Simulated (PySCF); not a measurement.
Compound: C₆H₁₄FNSi.
SMILES with atom numbers: `[CH3:1][C@@H:2]([F:3])[Si@H:4]1[CH2:5][C@@H:6]1[N:7]([CH3:8])[CH3:9]`

Structure used (GFN2-xTB), in Å, numbered top down from 1:
```xyz
23
C6H14FNSi angstrom
C      3.7615    0.2215   -0.0450
C      2.5168   -0.4883   -0.5500
F      2.7354   -1.8648   -0.4662
Si     0.9388   -0.0831    0.4582
C      0.0033    1.4951    0.0426
C     -0.6901    0.2115   -0.4509
N     -1.9101   -0.1256    0.2233
C     -3.0203    0.6744   -0.2560
C     -2.2012   -1.5403    0.1380
H      3.6393    1.2941   -0.1635
H      4.6383   -0.1025   -0.6031
H      3.9213   -0.0015    1.0067
H      2.3836   -0.2913   -1.6202
H      0.9553   -0.5962    1.8148
H     -0.5198    1.9988    0.8412
H      0.3353    2.1856   -0.7205
H     -0.7354    0.1076   -1.5426
H     -3.9015    0.4661    0.3501
H     -3.2626    0.4704   -1.3115
H     -2.7677    1.7283   -0.1562
H     -1.3591   -2.0975    0.5464
H     -3.0901   -1.7577    0.7292
H     -2.3758   -1.8777   -0.8958
```

Definitions: NICS(0) = −σiso at the ring centroid; NICS(1) = −σiso and NICS(1)zz = −σzz at ±1 Å along the ring normal z. Level: GIAO PBE0/pcSseg-1 (PySCF, non-relativistic, gas phase) on the GFN2-xTB geometry, one conformer.

Ring bond lengths (Å), with Mayer bond orders in brackets: Si4–C5 1.881 (0.95), C5–C6 1.540 (0.89), C6–Si4 1.889 (0.91).

Q: What do the NICS probes read (ppm)?

A: 
```json
{"ring": "Si4–C5–C6", "type": "3-membered ring with Si; formal bonds all single", "NICS(0)": "-25.0", "NICS(1), two faces": "-8.6 / -6.9", "NICS(1)zz, two faces": "-16.1 / -12.4", "rms pucker (Å)": "0.00", "centre to ring atoms, mean (Å)": "1.02"}
```

Q: What can be read from them?

A: 
- Si4–C5–C6: mean NICS(1)zz -14.3 ppm, shielded. Si4, C5, C6 have four or more neighbours, so the value isn't read as a sign of a π ring current. The two faces differ by 3.7 ppm, so no symmetry operation interchanges them. NICS(0) lies 17 ppm below the mean NICS(1).

Q: What field does 9.4 T along the ring normal induce along that normal at the second NICS(1) probe listed for ring Si4–C5–C6, 1 Å off the ring?

A: NICSzz × B0 = -12.4 ppm × 9.4 T = -117 μT, against the applied field.

Q: List the ring angles and the Hirshfeld charges of the ring atoms.

A: 
- Si4–C5–C6: Si4 48.2° (+0.321 e), C5 66.1° (-0.177 e), C6 65.6° (-0.072 e); sum 180.0° against 180° for a flat convex ring.
